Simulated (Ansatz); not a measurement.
Geometry optimisation of `[CH3][Y]([F])[Cl]`.

```yaml
crystal:
  periodic: [false, false, false]
  atoms:
    - {symbol: C, position_ang: [-0.111420, 1.027150, -0.130650]}
    - {symbol: Y, position_ang: [0.845220, -1.054590, -0.554160]}
    - {symbol: F, position_ang: [1.253840, -1.463530, 1.337210]}
    - {symbol: Cl, position_ang: [-1.096440, -2.494580, -0.640270]}
    - {symbol: H, position_ang: [-1.020810, 0.722070, 0.409850]}
    - {symbol: H, position_ang: [0.522250, 1.601650, 0.550820]}
    - {symbol: H, position_ang: [-0.392640, 1.661830, -0.972790]}
basis:
  gaussian: {orbitals: def2-TZVP}
hamiltonian: {xc: pbe0, dispersion: d4}
relax: {f_tol: 0.005, max_steps: 150}
```

```sh
$ ansatz run in.yaml --threads 4 --pin off --events-out ev --progress --plain
```

Shortened log:

```
Functional definition: PBE0
mean field -17366.23830850 eV, -638.1974865783 hartree, gradient 2.8e-5 eV, S^2 0.000000; 0 other end points of the search recorded, 0 dependent functions left out
relax step   1: F+E_penalty+E_count = -17366.35160622 eV  Δ(F+E_penalty+E_count) = +0.000e0 eV  max|allowed force component| = 1.102e0 eV/Å  Δτ_max = 0.0000 Å  (29 SCF iters, accepted)
mean field -17366.47133630 eV, -638.2060501918 hartree, gradient 1.0e-5 eV, S^2 0.000000; 0 other end points of the search recorded, 0 dependent functions left out
relax step   2: F+E_penalty+E_count = -17366.57861638 eV  Δ(F+E_penalty+E_count) = -2.270e-1 eV  max|allowed force component| = 4.422e-1 eV/Å  Δτ_max = 0.1998 Å  (36 SCF iters, accepted)
mean field -17366.55589969 eV, -638.2091578391 hartree, gradient 9.6e-6 eV, S^2 0.000000; 0 other end points of the search recorded, 0 dependent functions left out
relax step   3: F+E_penalty+E_count = -17366.66206089 eV  Δ(F+E_penalty+E_count) = -8.344e-2 eV  max|allowed force component| = 4.149e-1 eV/Å  Δτ_max = 0.1951 Å  (37 SCF iters, accepted)
mean field -17366.59784410 eV, -638.2106992680 hartree, gradient 9.7e-6 eV, S^2 0.000000; 0 other end points of the search recorded, 0 dependent functions left out
relax step   4: F+E_penalty+E_count = -17366.70160476 eV  Δ(F+E_penalty+E_count) = -3.954e-2 eV  max|allowed force component| = 2.099e-1 eV/Å  Δτ_max = 0.1998 Å  (35 SCF iters, accepted)
mean field -17366.59328864 eV, -638.2105318578 hartree, gradient 9.1e-6 eV, S^2 0.000000; 0 other end points of the search recorded, 0 dependent functions left out
relax step   5: F+E_penalty+E_count = -17366.69516272 eV  Δ(F+E_penalty+E_count) = +6.442e-3 eV  max|allowed force component| = 2.186e-1 eV/Å  Δτ_max = 0.1401 Å  (38 SCF iters, rejected (line search))
mean field -17366.60856006 eV, -638.2110930721 hartree, gradient 1.1e-5 eV, S^2 0.000000; 0 other end points of the search recorded, 0 dependent functions left out
relax step   6: F+E_penalty+E_count = -17366.71114393 eV  Δ(F+E_penalty+E_count) = -9.539e-3 eV  max|allowed force component| = 6.915e-2 eV/Å  Δτ_max = 0.0681 Å  (31 SCF iters, accepted)
mean field -17366.60942282 eV, -638.2111247780 hartree, gradient 9.8e-6 eV, S^2 0.000000; 0 other end points of the search recorded, 0 dependent functions left out
relax step   7: F+E_penalty+E_count = -17366.71195300 eV  Δ(F+E_penalty+E_count) = -8.091e-4 eV  max|allowed force component| = 3.438e-2 eV/Å  Δτ_max = 0.0251 Å  (32 SCF iters, accepted)
mean field -17366.61012015 eV, -638.2111504043 hartree, gradient 1.2e-5 eV, S^2 0.000000; 0 other end points of the search recorded, 0 dependent functions left out
relax step   8: F+E_penalty+E_count = -17366.71230861 eV  Δ(F+E_penalty+E_count) = -3.556e-4 eV  max|allowed force component| = 2.354e-2 eV/Å  Δτ_max = 0.0267 Å  (32 SCF iters, accepted)
mean field -17366.61016457 eV, -638.2111520367 hartree, gradient 9.4e-6 eV, S^2 0.000000; 0 other end points of the search recorded, 0 dependent functions left out
relax step   9: F+E_penalty+E_count = -17366.71233810 eV  Δ(F+E_penalty+E_count) = -2.949e-5 eV  max|allowed force component| = 2.035e-2 eV/Å  Δτ_max = 0.0057 Å  (34 SCF iters, accepted)
mean field -17366.61018949 eV, -638.2111529525 hartree, gradient 1.1e-5 eV, S^2 0.000000; 0 other end points of the search recorded, 0 dependent functions left out
relax step  10: F+E_penalty+E_count = -17366.71235194 eV  Δ(F+E_penalty+E_count) = -1.384e-5 eV  max|allowed force component| = 2.527e-3 eV/Å  Δτ_max = 0.0023 Å  (26 SCF iters, accepted)
mean field -17366.61018949 eV, -638.2111529525 hartree, gradient 1.5e-5 eV, S^2 0.000000; 1 other end points of the search recorded, 0 dependent functions left out
Total energy: -17366.71240453 eV, -638.2149092862 hartree
Atom 0 at    -0.178974     1.084664    -0.048565 Å, force     0.001425     0.002527     0.000117 eV/Å
Atom 1 at     0.474725    -1.152649    -0.071417 Å, force    -0.000096     0.000074     0.000501 eV/Å
Atom 2 at     1.774309    -1.638166     1.344083 Å, force     0.000128     0.000103    -0.000019 eV/Å
Atom 3 at    -1.116655    -2.740723    -1.091371 Å, force    -0.000143    -0.000225    -0.000351 eV/Å
Atom 4 at    -1.139089     1.203758     0.473683 Å, force    -0.000815    -0.000508    -0.000027 eV/Å
Atom 5 at     0.529117     1.756461     0.451771 Å, force     0.000366    -0.001212     0.000320 eV/Å
Atom 6 at    -0.343434     1.486654    -1.058176 Å, force    -0.000865    -0.000758    -0.000540 eV/Å
Dipole moment:     0.368574     0.262967    -0.267877 e Å
```

Hardware: 4 threads of a server CPU on a shared host. Wall time 35 s, peak host memory 0.39 GiB.
